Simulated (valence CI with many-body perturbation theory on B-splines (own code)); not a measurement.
## Tm XXXVIII in brief

Computed by configuration interaction combined with many-body perturbation theory (CI+MBPT): four valence electrons over a frozen Dirac-Fock core [Ar] 3d10, a basis of 11 s, 11 p, 10 d, 8 f, 5 g, 2 h functions for each j, with the one-electron correlation potential Σ1 (screened to all orders), the two-electron term Σ2, the three-electron term Σ3, Breit, model QED; selected single and double excitations, second order for the rest, scaled by the run's own slope (own B-spline code, finite nucleus).

The last digits are not significant, and no measured levels were compared; by estimate large intervals hold to a few tenths of a per cent, small ones and those within an open d or f shell to about a per cent. Among the levels kept, up to 390 cm⁻¹ of a level comes from second order outside the variational space, and about a tenth of that is noise between levels of different J, which matters for small intervals.

Levels are named by their leading jj configuration (3d3/2^4 stands for four electrons in 3d with j = 3/2), which in mixed levels can hold well under half, so a name can repeat and another be missing.

Rates and lifetimes use the calculated energies. Strong lines usually hold to 10 to 20 %, long lifetimes can be off by a factor of two.

(1) What is the ground level?

(2) Where does the other parity begin?

(3) What is the ionisation energy?

(4) Among levels below 534.02 eV, which E1 lines absorb most strongly from the ground level?

(5) How well does LS coupling describe the low levels?

(6) Name the longest-lived excited levels whose lifetime is computed, and their main decay.

## Answers

(1) (4s^2 4p1/2^2) J=0, composition 71 % 4s2.4p2 3P + 28 % 4s2.4p2 1S.

(2) At (4s 4p1/2^2 4p3/2) J=2, 145.32 eV.

(3) 1707.9 eV; NIST lists 1706 ± 4 eV (theoretical).

(4) to (4s^2 4p1/2 4d3/2) J=1 at 5.832 nm, f = 1.49; to (4s 4p1/2^2 4p3/2) J=1 at 7.821 nm, f = 0.505; to (4s 4p1/2 4p3/2^2) J=1 at 5.520 nm, f = 0.0998.

(5) Among the lowest 20 levels the leading LS term, summed over configurations, holds 59 % on average. For single configurations the figures are 57 % in LS and 83 % in jj coupling. Terms mix most in the J = 2 level at 222.44 eV, where the leading one holds 35 %.

(6) (4s^2 4p1/2 4p3/2) J=2 at 65.58 eV lives 30.0 μs, mostly by E2 to (4s^2 4p1/2^2) J=0; (4s^2 4p3/2 4d5/2) J=4 at 278.63 eV lives 753 ns, mostly by M1 to (4s^2 4p1/2 4d5/2) J=3; (4s^2 4p1/2 4p3/2) J=1 at 61.73 eV lives 638 ns, mostly by M1 to (4s^2 4p1/2^2) J=0.
